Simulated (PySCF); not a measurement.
CH6ClFSi3, SMILES F[Si@]1(Cl)C[SiH2][SiH2]1.

The structure is a stationary point at r2SCAN-D4/def2-SVP. The structure was generated by enumeration; whether it is a known compound was not checked.

Two levels are set side by side: PBE/def2-TZVP (PySCF) and CAM-B3LYP/def2-TZVP (PySCF). Same geometry, gas phase. Differences are taken from unrounded values.

| quantity | CAM-B3LYP |
|---|---|
| orbital gap (eV) | 8.81 |
| highest occupied level (eV) | -8.80 |
| lowest empty level (eV) | 0.01 |
| dipole moment (D) | 2.17 |
| mean polarisability (bohr³) | 103.1 |

Q: What does PBE give, and how far is it from CAM-B3LYP? (Estimate from the structure and the level; the computed values follow.)

A: 
```
quantity                       PBE  PBE minus CAM-B3LYP
---------------------------  -----  -------------------
orbital gap (eV)              4.54                -4.28
highest occupied level (eV)  -6.53                 2.27
lowest empty level (eV)      -2.00                -2.01
dipole moment (D)             1.97                -0.20
mean polarisability (bohr³)  108.7                  5.6
```

Without exact exchange PBE keeps part of each electron's self-repulsion, which lifts occupied levels and narrows the gap. PBE's more diffuse valence density responds more strongly to a field. Differences between two approximate levels are no errors against the true value.

Rough cost on one machine, each run with all the roots and properties that it gave: CAM-B3LYP against PBE within a factor of 2.
